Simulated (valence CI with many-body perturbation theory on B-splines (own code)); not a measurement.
## E1 transitions of Se+

Calculated by relativistic CI+MBPT: five valence electrons over a frozen Dirac-Fock core [Ar] 3d10, a basis of 10 s, 10 p, 9 d, 7 f, 4 g, 2 h functions for each j, with the one-electron correlation potential Σ1 (screened to all orders), the two-electron term Σ2, the three-electron term Σ3, Breit, model QED; selected single and double excitations, second order for the rest, scaled by the run's own slope (own B-spline code, finite nucleus).

Set against measurement, 14 paired levels are off by 163 cm⁻¹ on average, the worst by 326. These come from a selection out of the NIST Handbook of Basic Atomic Spectroscopic Data. Levels without a partner in it may be off by more. Among the levels kept, up to 820 cm⁻¹ of a level comes from second order outside the variational space, and about a tenth of that is noise between levels of different J, which matters for small intervals.

Lines 1 to 50 of 248 in falling wavelength, among levels below 124164 cm⁻¹, chosen from the strongest by gf and those to the six lowest levels. Wavelengths and rates use the calculated energies, so an error of 200 cm⁻¹ moves a line at 4168 nm by 8.3 % and its rate by three times that or more. Electric multipoles are in the length gauge, E1 and E2 with the static RPA response of the core. Weak lines are less certain than strong ones. Lines between different terms over intervals too small for the method are left out, as are lines whose strength nearly cancels. Where a level lies close to another of its J and parity, the split of strength between their lines is uncertain. The highest levels of a list are the least certain.

Names give the largest LS component (configuration and term), which can be under half, so a name can repeat, a term be missing and a line seem to break the LS rules; names also repeat where a configuration has a term twice. Letters in brackets count levels of one name in rising energy.

| λ vac (nm) | Upper | Lower | A (s⁻¹) | S (a.u.) |
| --- | --- | --- | --- | --- |
| 4168 | 4s2.4p2.4d 4P_5/2 | 4s2.4p2.5p 4P°_3/2 | 5.72e+04 | 1.23e+01 |
| 4114 | 4s2.4p2.4d 2D_5/2 | 4s2.4p2.5p 2D°_5/2 | 2.36e+04 | 4.86e+00 |
| 3655 | 4s2.4p2.4d 4P_3/2 | 4s2.4p2.5p 4P°_1/2 | 4.11e+04 | 3.96e+00 |
| 3213 | 4s2.4p2.4d 4P_5/2 | 4s2.4p2.5p 4D°_5/2 | 1.65e+04 | 1.62e+00 |
| 2456 | 4s2.4p2.4d 2D_3/2 | 4s2.4p2.5p 2D°_3/2 | 1.19e+05 | 3.49e+00 |
| 2241 | 4s2.4p2.4d 4P_5/2 | 4s2.4p2.5p 4D°_3/2 | 4.51e+04 | 1.50e+00 |
| 1972 | 4s2.4p2.4d 2D_5/2 | 4s2.4p2.5p 2D°_3/2 | 2.22e+05 | 5.04e+00 |
| 1815 | 4s2.4p2.5p 4D°_7/2 | 4s2.4p2.4d 2F_7/2 | 8.96e+04 | 2.12e+00 |
| 1700 | 4s2.4p2.5p 4D°_5/2 | 4s2.4p2.4d 4D_5/2 | 1.36e+05 | 1.98e+00 |
| 1675 | 4s2.4p2.5p 4D°_3/2 | 4s2.4p2.4d 2F_5/2 | 1.81e+05 | 1.68e+00 |
| 1658 | 4s2.4p2.4d 2D_5/2 | 4s2.4p2.5p 4P°_3/2 | 1.78e+05 | 2.40e+00 |
| 1504 | 4s2.4p2.5p 4D°_5/2 | 4s2.4p2.4d 4D_3/2 | 1.00e+05 | 1.01e+00 |
| 1499 | 4s2.4p2.5p 4D°_5/2 | 4s2.4p2.4d 4D_7/2 | 1.70e+05 | 1.69e+00 |
| 1366 | 4s2.4p2.5p 4D°_5/2 | 4s2.4p2.4d 2F_5/2 | 1.46e+05 | 1.10e+00 |
| 1358 | 4s2.4p2.5p 4P°_3/2 | 4s2.4p2.4d 4D_3/2 | 8.85e+05 | 4.38e+00 |
| 1324 | 4s2.4p2.5p 2D°_3/2 | 4s2.4p2.4d 4D_5/2 | 2.66e+06 | 1.22e+01 |
| 1315 | 4s2.4p2.5p 4D°_7/2 | 4s2.4p2.4d 4D_5/2 | 7.96e+04 | 7.15e-01 |
| 1252 | 4s2.4p2.5p 4P°_1/2 | 4s2.4p2.4d 4D_3/2 | 3.03e+06 | 5.87e+00 |
| 1245 | 4s2.4p2.5p 4P°_3/2 | 4s2.4p2.4d 2F_5/2 | 2.82e+06 | 1.08e+01 |
| 1242 | 4s2.4p2.5p 4P°_1/2 | 4s2.4p2.4d 4D_1/2 | 2.68e+06 | 5.07e+00 |
| 1234 | 4s2.4p2.5p 2D°_5/2 | 4s2.4p2.4d 2F_7/2 | 4.51e+06 | 2.51e+01 |
| 1217 | 4s2.4p2.5p 4P°_5/2 | 4s2.4p2.4d 4D_5/2 | 2.58e+05 | 1.38e+00 |
| 1216 | 4s2.4p2.5p 4P°_3/2 | 4s2.4p2.5s 2D_3/2 | 2.36e+05 | 8.37e-01 |
| 1209 | 4s2.4p2.5p 2S°_1/2 | 4s2.4p2.4d 2P_3/2 | 9.94e+05 | 1.73e+00 |
| 1202 | 4s2.4p2.5p 2D°_3/2 | 4s2.4p2.4d 4D_3/2 | 3.50e+05 | 1.20e+00 |
| 1191 | 4s2.4p2.5p 4D°_7/2 | 4s2.4p2.4d 4D_7/2 | 1.13e+06 | 7.57e+00 |
| 1182 | 4s2.4p2.5p 4D°_1/2 | 4s2.4p2.4d 2P_1/2 | 3.81e+05 | 6.21e-01 |
| 1181 | 4s2.4p2.5p 2S°_1/2 | 4s2.4p2.4d 4F_3/2 | 7.71e+05 | 1.25e+00 |
| 1141 | 4s2.4p2.4d 2D_3/2 | 4s2.4p2.5p 2S°_1/2 | 2.77e+05 | 8.12e-01 |
| 1112 | 4s2.4p2.5p 2D°_3/2 | 4s2.4p2.4d 2F_5/2 | 1.67e+06 | 4.53e+00 |
| 1110 | 4s2.4p2.5p 4P°_5/2 | 4s2.4p2.4d 4D_7/2 | 5.88e+06 | 2.38e+01 |
| 1097 | 4s2.4p2.5p 4S°_3/2 | 4s2.4p2.4d 4D_5/2 | 1.48e+06 | 3.86e+00 |
| 1089 | 4s2.4p2.5p 2D°_3/2 | 4s2.4p2.5s 2D_3/2 | 4.79e+05 | 1.22e+00 |
| 1044 | 4s2.4p2.5p 4D°_3/2 | 4s2.4p2.4d 4F_5/2 | 8.84e+06 | 1.99e+01 |
| 1036 | 4s2.4p2.5p 4P°_5/2 | 4s2.4p2.4d 2F_5/2 | 6.30e+05 | 2.07e+00 |
| 1028 | 4s2.4p2.5p 4D°_1/2 | 4s2.4p2.4d 4F_3/2 | 9.19e+06 | 9.87e+00 |
| 1012 | 4s2.4p2.5p 4S°_3/2 | 4s2.4p2.4d 4D_3/2 | 1.00e+06 | 2.05e+00 |
| 1005 | 4s2.4p2.5p 4P°_5/2 | 4s2.4p2.5s 2D_5/2 | 1.32e+06 | 3.97e+00 |
| 1003 | 4s2.4p2.5p 4D°_5/2 | 4s2.4p2.4d 4F_7/2 | 1.03e+07 | 3.09e+01 |
| 986.2 | 4s2.4p2.5p 4D°_3/2 | 4s2.4p2.4d 4F_3/2 | 1.98e+06 | 3.74e+00 |
| 980.8 | 4s2.4p2.5p 2D°_5/2 | 4s2.4p2.4d 4D_5/2 | 1.15e+06 | 3.22e+00 |
| 965.2 | 4s2.4p2.5p 4D°_7/2 | 4s2.4p2.4d 4F_9/2 | 1.14e+07 | 4.04e+01 |
| 947.6 | 4s2.4p2.5p 4S°_3/2 | 4s2.4p2.4d 2F_5/2 | 2.94e+05 | 4.94e-01 |
| 915.2 | 4s2.4p2.5p 4D°_5/2 | 4s2.4p2.4d 4F_5/2 | 1.75e+06 | 3.96e+00 |
| 914.3 | 4s2.4p2.5p 4P°_3/2 | 4s2.4p2.4d 2P_1/2 | 6.53e+05 | 9.85e-01 |
| 864.9 | 4s2.4p2.5p 4P°_1/2 | 4s2.4p2.4d 2P_1/2 | 1.09e+06 | 6.96e-01 |
| 859.1 | 4s2.4p2.5p 4P°_3/2 | 4s2.4p2.4d 4F_5/2 | 6.01e+05 | 7.52e-01 |
| 855.1 | 4s2.4p2.5p 4D°_7/2 | 4s2.4p2.4d 4F_7/2 | 8.83e+05 | 2.18e+00 |
| 852.5 | 4s2.4p2.5p 2S°_1/2 | 4s2.4p2.5s 2P_3/2 [b] | 2.89e+06 | 1.77e+00 |
| 840.5 | 4s2.4p2.5p 2D°_3/2 | 4s2.4p2.4d 2P_1/2 | 4.91e+05 | 5.76e-01 |
